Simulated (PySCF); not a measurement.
BH₃, SMILES B. Atoms are numbered in the order given.

```xyz
4

B      0.0000     0.0000     0.0000
H     -1.1894     0.0000     0.0000
H      0.5947    -1.0300     0.0000
H      0.5947     1.0300     0.0000
```
Charge 0, spin multiplicity 1.

Geometry: B3LYP-D3(BJ)/def2-TZVPD. The isomer is the one that the SMILES or the coordinates give; other isomers of the formula were not compared.

Computed with PBE0/def2-TZVPD (PySCF).

Symmetry labels are those of the subgroup C2v that the program uses (full group D3h).

Q: List the valence orbital energies around the gap with their symmetry. (The exact figures need the calculation; the answer reports its results.)

A: 
| orbital | symmetry | energy (eV) |
|---|---|---|
| HOMO−3 | A1 | -185.00 |
| HOMO−2 | A1 | -14.47 |
| HOMO−1 | A1 | -9.93 |
| HOMO | B1 | -9.93 |
| LUMO | B2 | -1.95 |
| LUMO+1 | A1 | 0.48 |
| LUMO+2 | B1 | 2.46 |
| LUMO+3 | A1 | 2.46 |
